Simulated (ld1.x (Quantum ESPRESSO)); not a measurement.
# Which change was made? (Nb, TM semilocal)

* Element: Nb
* Generator: ld1.x (Quantum ESPRESSO) 7.5
* Type: norm-conserving Troullier–Martins (semilocal form)
* Functional: PBE
* Relativity: scalar-relativistic
* Frozen core: [Kr]
* Valence charge: 5
* Reference configuration: 4d3 5s0 5p0 (charge +2)
* Partial waves: 5p (bound, empty): rc 3.55 bohr; 4d (bound): rc 2.05 bohr; 5s (bound, empty): rc 2.05 bohr
* Local potential: the s channel
* Core correction: none

Cutoffs, loose and tight: the cutoffs (Ry, on a coarse ladder) from which the occupation-weighted sum of valence levels, in a spherical-Bessel basis at the reference potential, stays within 10 and 1 mRy of its value at 400 Ry. They do not see the model core or the augmentation charge, which bear on the density cutoff. Test errors are all-electron minus pseudo excitation energies from the reference, over the configurations 4d4 5s1 5p0; 4d4 5s0 5p0; 4d2 5s0 5p0; 4d4.5 5s0.5 5p0; 4d5 5s0 5p0; 4d3 5s1 5p0; 4d1 5s0 5p0; variants that change the core or the reference have their own tests.

The base gives: outcome: generated; cutoff, loose: 35 Ry; cutoff, tight: 40 Ry; bound ghosts: none; largest test error (meV): +258.

Problem. After one change the result is: outcome: generated; cutoff, loose: 35 Ry; cutoff, tight: 40 Ry; bound ghosts: none; largest test error (meV): -995. Which change was it?
A. core correction a·sin(br)/r model core inside 1.36 bohr
B. core correction a·sin(br)/r model core inside 2.30 bohr
C. core correction a·sin(br)/r model core inside 2.04 bohr

Solution. A. The others give: core correction a·sin(br)/r model core inside 2.04 bohr → outcome: generated; cutoff, loose: 35 Ry; cutoff, tight: 40 Ry; bound ghosts: none; largest test error (meV): -765 | core correction a·sin(br)/r model core inside 2.30 bohr → outcome: generated; cutoff, loose: 35 Ry; cutoff, tight: 40 Ry; bound ghosts: none; largest test error (meV): -538.
